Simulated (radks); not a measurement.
Initial-state core-level shifts of the bismuth ion Bi+ when its valence configuration changes from [Hg] 6p2. Calculated with a radial shooting solver on a logarithmic mesh with Libxc functionals: Dirac Kohn-Sham, PBE, spin-unpolarised, spherical densities, point nucleus; open shells fill j = l - 1/2 first. Shifts are changes of the shell-averaged eigenvalues in eV (positive: less bound).

valence                          1s       2s       3p       4d
[Xe] 4f13 5d10 6s2 6p3      -21.301  -22.986  -25.233  -20.655
[Xe] 4f12 5d10 6s2 6p4      -43.350  -46.826  -51.374  -41.792
[Xe] 4f14 5d9 6s2 6p3        -6.529   -6.767   -6.675   -6.559
[Xe] 4f13 5d10 6s1 6p4      -23.340  -24.963  -27.218  -22.637
[Xe] 4f14 5d10 6s1 6p3       -2.118   -2.056   -2.065   -2.064
[Xe] 4f13.5 5d10 6s2 6p2.5  -10.556  -11.385  -12.501  -10.265
[Xe] 4f13 5d9 6s2 6p4       -28.031  -29.987  -32.113  -27.376
[Xe] 4f14 5d9 6s1 6p4        -8.551   -8.729   -8.643   -8.524
[Xe] 4f14 5d10 6p4           -4.146   -4.021   -4.040   -4.038
